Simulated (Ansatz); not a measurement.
Basis sets compared for BMe2(OH) (C2H7BO). The state is a singlet with charge 0. Geometry PBE-D4/def2-SVP. Ansatz on 2 threads of Arm Neoverse V2 on a shared host; times are rough, and most runs start from earlier orbitals.

Cartesian coordinates in Å:
```
B -0.153 0.358 0.100
C -1.163 -0.363 -0.878
C 1.222 -0.311 0.529
O -0.526 1.592 0.570
H -0.648 -0.780 -1.769
H -1.987 0.296 -1.215
H -1.617 -1.238 -0.361
H 1.797 0.250 1.296
H 1.876 -0.424 -0.363
H 1.059 -1.342 0.910
H 0.139 1.962 1.180
```

Binding counts from free atoms (B doublet, C triplet, O triplet, H doublet) in the same basis, without a counterpoise term.

```json
{"level": "PBE-D4/def2-SVP", "functions": "91", "energy (Eh)": "-180.1986", "HOMO (eV)": "-6.81", "LUMO (eV)": "-0.22", "binding per atom (eV)": "4.23", "wall time": "0.9 s"}
{"level": "PBE0-D4/def2-SVP", "functions": "91", "energy (Eh)": "-180.2258", "HOMO (eV)": "-8.33", "LUMO (eV)": "0.80", "binding per atom (eV)": "4.18", "wall time": "0.95 s"}
```

Estimate the rows for PBE-D4/def2-TZVP (with forces), PBE0-D4/def2-TZVP.


```
                         level  functions  energy (Eh)  HOMO (eV)  LUMO (eV)  binding per atom (eV)  wall time
PBE-D4/def2-TZVP (with forces)        166    -180.4039      -6.99      -0.42                   4.19      1.9 s
             PBE0-D4/def2-TZVP        166    -180.4265      -8.44       0.62                   4.14      1.9 s
```
